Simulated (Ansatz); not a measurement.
Start from `[NH2][Y]([NH2])[O][SiH3]` and change one atom or group to get `[NH2][Y]([NH2])[F]`.

Ansatz, PBE0-D4/def2-TZVP geometries, multiplicity 1. Each molecule was computed in one conformer, which needn't be the lowest.

Elements past krypton have def2 core potentials.

```csv
property,`[NH2][Y]([NH2])[O][SiH3]`
HOMO energy (PBE/def2-TZVPP) / eV,-5.41
LUMO energy (PBE0/def2-TZVPP) / eV,-1.49
HOMO–LUMO gap (PBE0/def2-TZVPP) / eV,5.22
HOMO–LUMO gap (B3LYP/def2-TZVPP) / eV,4.67
size of the dipole moment (B3LYP/def2-TZVPP) / D,2.12
HOMO energy (ωB97M-V/def2-TZVPP) / eV,-9.08
```

(1) What does the change do to each property? (Best estimate.)

Answers

(1) Computed: 
| property | `[NH2][Y]([NH2])[F]` | shift |
| --- | --- | --- |
| HOMO energy (PBE/def2-TZVPP) / eV | -5.41 | 0.00 |
| LUMO energy (PBE0/def2-TZVPP) / eV | -1.48 | 0.01 |
| HOMO–LUMO gap (PBE0/def2-TZVPP) / eV | 5.25 | 0.03 |
| HOMO–LUMO gap (B3LYP/def2-TZVPP) / eV | 4.69 | 0.02 |
| size of the dipole moment (B3LYP/def2-TZVPP) / D | 2.12 | 0.00 |
| HOMO energy (ωB97M-V/def2-TZVPP) / eV | -9.10 | -0.02 |

Dipoles are sizes alone; their direction can turn.

B3LYP here is the variant with VWN-RPA as its local correlation; programs differ in this.
